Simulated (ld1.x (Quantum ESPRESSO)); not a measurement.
**selenium (Se), TM: configuration errors across variants**

ld1.x (Quantum ESPRESSO) 7.5 input, shortened:

```
&input
   title='Se', zed=34., rel=2, dft='PBE', iswitch=3,
   config='[Ar] 3d10 4s2 4p3.5', rel_dist='average'
 /
 &inputp
   pseudotype=2, tm=.true., lloc=0,
   nlcc=.false.
 /
2
4P  2  1   3.50   0.00  1.20  1.20  0.0
4S  1  0   2.00   0.00  1.40  1.40  0.0
 &test
   configts(1)='4s2 4p3.5'
 /
```

Open shells are filled in proportion to 2j + 1 (rel_dist='average').

All-electron excitation energies from the reference (eV): (1) 4s2 4p4 -4.312; (2) 4s2 4p3 6.538; (3) 4s2 4p2 26.891; (4) 4s1 4p5 6.563; (5) 4s2 4p1 57.765; (6) 4s2 4p0 99.956; (7) 4s2 4p4.3 -5.906.

Tests that are not counted but printed errors over 1 eV. “all radii scaled by about 0.75 (s 1.04, p 0.90 bohr)”: 4s2 4p4 (solver errors, printed error -185 eV); 4s2 4p4.3 (solver errors, printed error -172 eV). “all radii scaled by about 0.86 (s 1.20, p 1.04 bohr)”: 4s2 4p1 (pseudo-atom not self-consistent, printed error +5.8 eV). “all radii scaled by about 1.22 (s 1.70, p 1.46 bohr)”: 4s2 4p1 (pseudo-atom not self-consistent, printed error +11.8 eV).

A true bound ghost makes a file unfit for plane-wave use even where its test errors are small: the radial tests pick states by their node count and pass the ghost by. Where a test does run into it, the solver fails or the error is huge.

Errors AE − PS in meV (a dash: test not solved or not reliable):

| change | (1) | (2) | (3) | (4) | (5) | (6) | (7) | bound ghosts |
| --- | --- | --- | --- | --- | --- | --- | --- | --- |
| base | -1.1 | -1.0 | -12 | +25 | -25 | +25 | -2.4 | p3/2, p1/2 |
| all radii scaled by about 0.75 (s 1.04, p 0.90 bohr) | – | -9.9 | -63 | +8.2 | -97 | +44 | – | not determined |
| all radii scaled by about 0.86 (s 1.20, p 1.04 bohr) | +1.5 | +5.3 | +110 | +25 | – | +28 | +3.0 | p3/2, p1/2 |
| all radii scaled by about 0.93 (s 1.30, p 1.12 bohr) | -3.5 | -2.6 | -20 | +20 | -27 | +62 | -8.8 | p3/2, p1/2 |
| all radii scaled by about 1.12 (s 1.56, p 1.34 bohr) | -1.2 | -1.5 | -18 | +6.9 | -47 | -39 | -2.6 | p3/2, p1/2 |
| all radii scaled by about 1.22 (s 1.70, p 1.46 bohr) | -4.4 | -5.1 | -45 | +1.7 | – | -26 | -10 | p1/2 |
| all radii scaled by about 1.35 (s 1.90, p 1.62 bohr) | +0.1 | +0.1 | -0.2 | +4.6 | +3.1 | +45 | +0.2 | none |

Problem. Give the same row for: all radii scaled by about 1.27 (s 1.78, p 1.52 bohr).

Solution. +1.2, +1.5, +13, +2.2, +24, -1.2, +2.8; bound ghosts: none.
